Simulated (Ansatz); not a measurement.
Cl2Mg, SMILES [Cl][Mg-][Cl], charge -1, multiplicity 2.

The structure is a stationary point at B3LYP-D3(BJ)/def2-TZVPD.

Two levels are set side by side: PBE/def2-TZVPD (Ansatz, an electronic-structure program) and PBE0/def2-TZVPD (Ansatz). Energy differences of separate SCF runs at the same geometry; the states with an electron removed or added have multiplicity 1. Differences are taken from unrounded values.

```json
[
 {"quantity": "vertical ionisation energy (eV)", "PBE": "1.87"}
]
```

Task: These are the PBE values. What does PBE0 give? (The exact figures need the calculation; the answer reports its results.)

Result: 
| quantity | PBE0 | PBE minus PBE0 |
|---|---|---|
| vertical ionisation energy (eV) | 1.92 | -0.05 |
